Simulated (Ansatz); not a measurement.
The inner images of a band of C₂H₁₁NSi₂ (16 atoms, charge 0, multiplicity 1) are given out of order.

These are results of Ansatz, RKS PBE-D4/6-31G*, not measurements.

First end point:

```xyz
16
Properties=species:S:1:pos:R:3
C -0.586 -2.247 -0.336
Si 0.799 -0.961 -0.221
C 0.105 0.810 -0.379
N 1.234 1.759 -0.492
Si -0.879 1.247 1.189
H -1.301 -2.138 0.497
H -1.145 -2.141 -1.281
H -0.176 -3.270 -0.298
H 1.553 -1.105 1.070
H 1.784 -1.159 -1.346
H -0.610 0.807 -1.238
H 0.881 2.712 -0.642
H 1.803 1.532 -1.318
H -0.086 0.972 2.431
H -1.243 2.708 1.168
H -2.157 0.453 1.239
```

Last end point:

```xyz
16
Properties=species:S:1:pos:R:3
C -0.577 -2.286 -0.301
Si 0.729 -0.915 -0.348
C 0.046 0.869 -0.409
N 1.119 1.897 -0.550
Si -1.008 1.346 1.101
H -1.199 -2.211 0.607
H -1.244 -2.226 -1.177
H -0.100 -3.281 -0.307
H 1.626 -1.001 0.860
H 1.621 -1.085 -1.552
H -0.627 0.962 -1.284
H 1.789 1.787 0.222
H 1.659 1.715 -1.407
H -0.110 1.477 2.299
H -1.719 2.650 0.894
H -2.026 0.279 1.396
```

Put them in order from the first end to the last, with their energies above the first end.
A.
```xyz
16
Properties=species:S:1:pos:R:3
C -0.583 -2.270 -0.347
Si 0.774 -0.956 -0.231
C 0.078 0.812 -0.393
N 1.224 1.742 -0.472
Si -0.880 1.262 1.186
H -1.310 -2.166 0.476
H -1.134 -2.192 -1.300
H -0.150 -3.282 -0.289
H 1.526 -1.077 1.062
H 1.768 -1.142 -1.352
H -0.630 0.826 -1.258
H 0.905 2.709 -0.607
H 1.827 1.514 -1.271
H -0.038 1.010 2.399
H -1.247 2.721 1.149
H -2.151 0.465 1.295
```
B.
```xyz
16
Properties=species:S:1:pos:R:3
C -0.580 -2.273 -0.347
Si 0.766 -0.949 -0.242
C 0.048 0.808 -0.424
N 1.181 1.731 -0.503
Si -0.878 1.261 1.174
H -1.306 -2.169 0.477
H -1.132 -2.199 -1.300
H -0.142 -3.284 -0.287
H 1.518 -1.045 1.054
H 1.768 -1.133 -1.356
H -0.684 0.793 -1.273
H 0.936 2.723 -0.545
H 1.883 1.500 -1.209
H -0.010 1.021 2.371
H -1.239 2.723 1.138
H -2.150 0.471 1.316
```
C.
```xyz
16
Properties=species:S:1:pos:R:3
C -0.579 -2.272 -0.347
Si 0.764 -0.943 -0.243
C 0.032 0.808 -0.446
N 1.081 1.765 -0.711
Si -0.876 1.260 1.165
H -1.308 -2.168 0.475
H -1.128 -2.197 -1.301
H -0.140 -3.282 -0.286
H 1.518 -1.037 1.054
H 1.772 -1.132 -1.350
H -0.739 0.739 -1.255
H 0.997 2.733 -0.427
H 1.971 1.474 -1.098
H -0.007 1.032 2.366
H -1.233 2.723 1.134
H -2.149 0.473 1.316
```
D.
```xyz
16
Properties=species:S:1:pos:R:3
C -0.560 -2.287 -0.320
Si 0.737 -0.907 -0.298
C 0.018 0.862 -0.427
N 1.055 1.904 -0.671
Si -0.976 1.339 1.121
H -1.256 -2.195 0.531
H -1.154 -2.246 -1.250
H -0.083 -3.280 -0.267
H 1.567 -0.976 0.957
H 1.694 -1.077 -1.452
H -0.702 0.890 -1.270
H 1.669 1.972 0.150
H 1.668 1.606 -1.442
H -0.061 1.293 2.315
H -1.546 2.722 1.022
H -2.090 0.357 1.346
```
E.
```xyz
16
Properties=species:S:1:pos:R:3
C -0.558 -2.276 -0.326
Si 0.752 -0.910 -0.268
C 0.011 0.846 -0.449
N 1.011 1.894 -0.789
Si -0.940 1.314 1.128
H -1.271 -2.183 0.510
H -1.131 -2.219 -1.268
H -0.096 -3.276 -0.271
H 1.555 -0.984 1.003
H 1.730 -1.086 -1.403
H -0.749 0.804 -1.257
H 1.455 2.257 0.061
H 1.777 1.485 -1.342
H -0.038 1.161 2.322
H -1.405 2.740 1.086
H -2.127 0.412 1.305
```
F.
```xyz
16
Properties=species:S:1:pos:R:3
C -0.566 -2.272 -0.336
Si 0.759 -0.922 -0.260
C 0.014 0.826 -0.462
N 1.008 1.853 -0.869
Si -0.898 1.289 1.140
H -1.287 -2.173 0.492
H -1.126 -2.207 -1.285
H -0.115 -3.277 -0.277
H 1.540 -1.000 1.024
H 1.754 -1.105 -1.378
H -0.772 0.745 -1.244
H 1.213 2.516 -0.116
H 1.901 1.427 -1.138
H -0.013 1.085 2.338
H -1.298 2.738 1.113
H -2.135 0.452 1.302
```
G.
```xyz
16
Properties=species:S:1:pos:R:3
C -0.579 -2.273 -0.347
Si 0.764 -0.945 -0.243
C 0.034 0.807 -0.441
N 1.129 1.741 -0.596
Si -0.876 1.260 1.168
H -1.306 -2.169 0.476
H -1.130 -2.198 -1.300
H -0.140 -3.282 -0.286
H 1.518 -1.038 1.053
H 1.770 -1.132 -1.353
H -0.722 0.760 -1.267
H 0.969 2.737 -0.484
H 1.937 1.486 -1.156
H -0.006 1.027 2.366
H -1.235 2.722 1.136
H -2.150 0.473 1.318
```

A (+0.005 eV), B (+0.050 eV), G (+0.154 eV), C (+0.211 eV), F (+0.095 eV), E (+0.038 eV), D (-0.020 eV).

Time of the run: 3.6 min on 2 threads of Intel(R) Xeon(R) Platinum 8375C CPU @ 2.90GHz (Ice Lake), with other jobs on the host, peak memory 0.19 GiB.
